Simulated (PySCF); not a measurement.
From computed data to an observable: dipole moment from atomic charges

Cl4H2Si2, SMILES Cl[Si]([SiH2]Cl)(Cl)Cl. Atoms are numbered in the order given.

```xyz
8

Si     1.2132     1.3540     0.0000
Cl    -0.1834     2.8758     0.0000
Si     0.0066    -0.6177     0.0000
Cl    -1.1782    -0.7189     1.6647
Cl    -1.1782    -0.7189    -1.6647
Cl     1.2938    -2.2142     0.0000
H      2.0525     1.4443     1.2218
H      2.0525     1.4443    -1.2218
```

Geometry optimised at ωB97X-D3(BJ)/def2-SVP. One conformer was computed; it need not be the lowest.

Charges (e) from PBE/def2-TZVP in PySCF:

```csv
atom,ESP fit,IAO
Si1,0.070,0.481
Cl2,-0.076,-0.287
Si3,-0.053,0.786
Cl4,-0.006,-0.267
Cl5,-0.006,-0.267
Cl6,-0.008,-0.274
H7,0.039,-0.086
H8,0.039,-0.086
```

The dipole moment of the full density is 1.21 D.

### Question
What dipole moment does each set of point charges give, and which comes closer to that of the density?

### Answer

μ = Σ q r, and 1 e Å = 4.8032 D.
ESP fit: Σ q r = (0.262, 0.048, 0.000) e Å, |μ| = 1.28 D.
IAO: Σ q r = (0.563, 0.083, 0.000) e Å, |μ| = 2.73 D.
ESP fit comes closer in size. Point charges leave out the atoms' own dipoles (lone pairs, polarised bonds); fits to the potential absorb them, partitions of the density don't.
